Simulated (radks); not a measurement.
All-electron atom: Pb4+ in [Xe] 4f14 5d10. Method: scalar-relativistic Kohn-Sham, LDA (Slater exchange, Perdew-Wang correlation), spin-polarised, spherical densities, point nucleus; computed with a radial shooting solver on a logarithmic mesh with Libxc functionals.

Radial electron density D(r) = 4 pi r^2 rho(r):

```
   r/bohr * D(r) (the largest magnitude, 156, reaches the edge; | marks zero)
0.0008246 |  *
0.0009523 |   *
   0.0011 |    *
  0.00128 |     *
 0.001479 |       *
 0.001708 |        *
 0.001988 |          *
 0.002296 |            *
 0.002652 |               *
 0.003062 |                  *
 0.003565 |                     *
 0.004117 |                        *
 0.004755 |                            *
 0.005535 |                               *
 0.006393 |                                  *
 0.007383 |                                     *
 0.008595 |                                       *
 0.009926 |                                       *
  0.01146 |                                       *
  0.01334 |                                      *
  0.01541 |                                     *
   0.0178 |                                    *
  0.02072 |                                   *
  0.02393 |                                    *
  0.02764 |                                       *
  0.03217 |                                           *
  0.03716 |                                                *
  0.04291 |                                                    *
  0.04996 |                                                      *
  0.05769 |                                                    *
  0.06663 |                                                *
  0.07695 |                                            *
  0.08958 |                                          *
   0.1035 |                                            *
   0.1195 |                                                *
   0.1391 |                                                   *
   0.1606 |                                               *
   0.1855 |                                       *
    0.216 |                               *
   0.2494 |                            *
    0.288 |                              *
   0.3353 |                                 *
   0.3873 |                                *
   0.4473 |                           *
   0.5207 |                   *
   0.6013 |             *
   0.6945 |          *
   0.8085 |        *
   0.9337 |       *
    1.078 |      *
    1.255 |    *
     1.45 |  *
    1.674 | *
    1.934 |*
    2.251 *
      2.6 *
    3.002 *
    3.495 *
    4.036 *
    4.662 *
```

D(r) has 4 maxima, at r = 0.0106, 0.0496, 0.138, 0.352 bohr, and minima at 0.0206, 0.0882, 0.251 bohr, inside which lie 1.87, 10.96, 30.12 electrons.
